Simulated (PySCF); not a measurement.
C2HCl3, triplet, at a GFN2-xTB geometry (a higher spin typed on purpose: for a closed-shell molecule this is an excited state). Base run: CCSD(T)/STO-3G (PySCF).

PySCF was given this input:
```python
from pyscf import gto, scf, cc

mol = gto.M(
    atom='''
Cl    2.09141099    0.25449089    0.59949348
C     1.01747801   -0.42814838   -0.55146569
C    -0.38233112   -0.26504350   -0.44338425
Cl   -1.12195689    1.23301851   -0.87628124
Cl   -1.28150018   -1.18533211    0.70691994
H     1.49390213   -0.97786253   -1.34314731
''',
    basis='sto-3g',
    spin=2,
    verbose=4,
)

mf = scf.UHF(mol)
mf.kernel()

mycc = cc.CCSD(mf)
mycc.kernel()
et = mycc.ccsd_t()
print('E(CCSD(T)) = %.10f' % (mycc.e_tot + et))
```

Task: The base was run again with changes. Order these runs by total energy, lowest first: frozen = 18 | method = ccsd | method = mp2.

Result: method = ccsd (ΔE vs base (kcal/mol) 1.65), frozen = 18 (ΔE vs base (kcal/mol) 10.22), method = mp2 (ΔE vs base (kcal/mol) 21.28)

Open shells are given as the SCF converged; they aren't shown to be the lowest states, and a large step between rows can be another state.
